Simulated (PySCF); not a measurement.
BFGeH4O, SMILES O[B](F)[GeH3]. Atoms are numbered in the order given.

```xyz
8

B     -0.0093    -1.0552     0.0000
F     -1.1815    -1.7216     0.0000
Ge     0.0147     1.0244     0.0000
H     -0.7241     1.5824     1.2470
H     -0.7241     1.5824    -1.2470
H      1.4580     1.5891     0.0000
O      1.1509    -1.7553     0.0000
H      0.9921    -2.7219     0.0000
```

Geometry optimised at PBE-D3(BJ)/def2-SVP. The values are those of a single conformer.

All values below come from PBE-D3(BJ)/def2-SVP (PySCF).

Frequencies are harmonic and unscaled.

Computed normal modes with their intensities:
```csv
mode,ν (cm⁻¹),IR (km/mol),moving atoms (share of kinetic energy)
1,32,0.1,H 89 %
2,184,0.3,"F 38 %, O 29 %, H 15 %, B 13 %"
3,292,13.2,"Ge 33 %, O 32 %, F 28 %"
4,321,0.2,"H 65 %, B 29 %"
5,496,32.0,H 82 %
6,553,41.8,"F 28 %, O 24 %, B 23 %, H 21 %"
7,561,75.3,"H 69 %, B 26 %"
8,642,82.3,"H 55 %, B 29 %, O 12 %"
9,782,124.1,H 97 %
10,857,17.8,H 99 %
11,860,26.5,H 98 %
12,966,88.4,"H 58 %, O 23 %, F 15 %"
13,1228,183.9,"B 63 %, H 17 %, F 14 %"
14,1385,227.7,"B 70 %, O 23 %"
15,2072,58.4,H 99 %
16,2077,110.5,H 98 %
17,2094,111.7,H 99 %
18,3662,36.6,H 94 %
```
